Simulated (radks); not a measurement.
Values are calculated unless marked as measured or tabulated.
Question: The mean radii <r> (bohr) of the occupied orbitals of an atom or ion are listed with their occupations. Level of theory: scalar-relativistic Kohn-Sham, r2SCAN, spin-polarised, spherical densities, finite nucleus; meta-GGA in the generalised Kohn-Sham scheme; Fermi nuclear charge, rms radius of each element as measured or else 0.836 A^(1/3) + 0.57 fm (a radial shooting solver on a logarithmic mesh with Libxc functionals).

orbital  occ.     <r>
1s          2  0.1306
2s          2  0.6941
2p          6  0.6872
3s          2   3.177

Name the element and its charge. Open shells, if any, are filled with parallel spins first.

Answer: Z = 12, magnesium, charge 0: Mg in [Ne] 3s2. The 1s radius gives Z: for a bare nucleus <r> = (2 gamma + 1)/(2Z) with gamma = sqrt(1 - (Z/c)^2), 0.1247 bohr for Z = 12, and screening makes it slightly larger (0.1306 here). The occupations add up to 12, and the charge is Z minus that.
